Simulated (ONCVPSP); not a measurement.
## nitrogen: excitation energies, all-electron against ONCV

nitrogen (N), optimised norm-conserving Vanderbilt (ONCV), made with ONCVPSP 4.0.1 (PBE, non-relativistic). Core [He], reference 2s2 2p2 (charge +1). Waves: 2s: rc 1.10 bohr, ncon 4, nbas 7, qcut 7.5 1/bohr, 3 projectors, debl 2.8 Ha; 2p: rc 1.20 bohr, ncon 4, nbas 7, qcut 7.4 1/bohr, 1 projector; d scattering state at 0.16 Ha: rc 0.90 bohr, ncon 4, nbas 8, qcut 11.6 1/bohr, 2 projectors, debl 3.4 Ha. Local part: polynomial inside 0.55 bohr (lpopt 3, dvloc0 2 Ha). Core correction: Teter function, fcfact 5, rcfact 1.

Energies are relative to the spin-unpolarised reference configuration 2s2 2p2; without spin polarisation the order of configurations can differ from experiment.

(1) Give the all-electron excitation energy and the error of the potential for: 2s2 2p3; 2s2 2p1; 2s2 2p0; 2s1 2p0.

Levels in the configuration 2s1 2p0:

```tsv
level	all-electron (eV)	pseudo (eV)
2s	-87.515	-87.030
```

Answers

(1)

```csv
valence configuration,charge,ΔE all-electron (eV),error AE − PS (meV)
2s2 2p3,0,-13.597,+8.9
2s2 2p1,+2,28.858,+51
2s2 2p0,+3,75.943,+405
2s1 2p0,+4,153.712,+778
```
